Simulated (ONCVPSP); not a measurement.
Before and after: ONCV potential for lutetium (Lu)

```
Element                 : lutetium (Lu)
Generator               : ONCVPSP 4.0.1
Type                    : optimised norm-conserving Vanderbilt (ONCV)
Functional              : LDA (Perdew-Zunger)
Relativity              : scalar-relativistic
Frozen core             : [Kr] 4d10
Valence charge          : 25
Reference configuration : 4f14 5s2 5p6 5d1 6s1.5 (charge +0.5)
Partial waves           : 5s+6s: rc 1.90 bohr, ncon 4, nbas 7, qcut 6 1/bohr, 2 projectors; 5p: rc 2.05 bohr, ncon 4, nbas 7, qcut 6.3 1/bohr, 2 projectors, debl 3.2 Ha; 5d: rc 2.25 bohr, ncon 4, nbas 8, qcut 4.9 1/bohr, 2 projectors, debl 1.4 Ha; 4f: rc 1.10 bohr, ncon 5, nbas 9, qcut 13.8 1/bohr, 3 projectors, debl 1.1 Ha
Local potential         : polynomial inside 1.10 bohr (lpopt 5, dvloc0 2 Ha)
Core correction         : none
```

Change: all radii scaled by about 1.09 (s 2.06, p 2.24, d 2.44, f 1.20 bohr); local potential polynomial inside 1.20 bohr (lpopt 5, dvloc0 2 Ha).

Cutoffs: the cutoffs (Ha) at which the residual kinetic energy of the hardest occupied pseudo-wave falls to 1 and 0.1 mHa per electron; they do not see the model core or the augmentation charge, which bear on the density cutoff. Errors are all-electron minus pseudo energies relative to the spin-unpolarised reference configuration.

Q: How do hardness, ghosts and transferability respond?

A: The potential gets softer (214 Ha and 279 Ha → 93 Ha and 214 Ha); the errors of the 4 common tests hardly move; neither file shows a bound ghost. A larger radius leaves more room for a smooth pseudo-wave, so fewer plane waves are needed.

| quantity | base | changed |
| --- | --- | --- |
| cutoff, loose | 214 Ha | 93 Ha |
| cutoff, tight | 279 Ha | 214 Ha |
| loose cutoff by channel | s 13 Ha, p 9.2 Ha, d 9.8 Ha, f 214 Ha | s 12 Ha, p 10 Ha, d 9.3 Ha, f 93 Ha |
| bound ghosts | none | none |
| GHOST(+) flags under 300 eV | s at 59.9 eV, f at 119.4 eV | s at 90.7 eV, d at 158.3 eV |
| error for 4f14 5s2 5p6 5d1 6s2, meV [ΔE -3.08 eV] | +0.6 | +0.6 |
| error for 4f14 5s2 5p6 5d1 6s1, meV [ΔE 4.50 eV] | -1.2 | -1.3 |
| error for 4f14 5s2 5p6 5d1 6s0, meV [ΔE 18.08 eV] | -5.5 | -5.9 |
| error for 4f14 5s2 5p5 5d1 6s2, meV [ΔE 34.15 eV] | -57 | -64 |
